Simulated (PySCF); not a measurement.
Compound: C4H11ClOSi2.
SMILES: `[SiH3]C[Si@]1(Cl)CCCO1`

The closed-shell ground state was solved at several levels (PySCF, density fitting, gas phase, non-relativistic). One conformer (not necessarily the lowest) at the PBE0-D3(BJ)/def2-SVP geometry, without solvent, vibrations or thermal averaging.

| level | basis functions | HOMO (eV) | LUMO (eV) | gap (eV) | dipole (D) |
| --- | --- | --- | --- | --- | --- |
| HF/pcSseg-1 | 212 | -11.42 | 3.72 | 15.14 | 3.36 |
| CAM-B3LYP/def2-SVPD | 266 | -9.57 | 0.91 | 10.48 | 3.06 |

Question: What might PBE0/pcSseg-1 (212 basis functions) give for the same quantities?

Answer: HOMO -8.14 eV, LUMO 0.73 eV, gap 8.87 eV, dipole 3.14 D.

Question: Over all these levels, which gives the widest orbital gap and which the narrowest?

Answer: HF/pcSseg-1 (Hartree–Fock, all exact exchange) has the widest, 15.14 eV, and PBE0/pcSseg-1 (global hybrid, 25 % exact exchange) the narrowest, 8.87 eV. The two share the basis. From the narrowest to the widest the HOMO moves by -3.28 eV and the LUMO by +2.99 eV. The HOMO need not be the same orbital at Hartree–Fock and at DFT levels.

Question: How far do the dipole and the HOMO energy spread over the levels?

Answer: The dipole runs from 3.06 to 3.36 D (mean 3.19 D) and the HOMO from -11.42 to -8.14 eV.
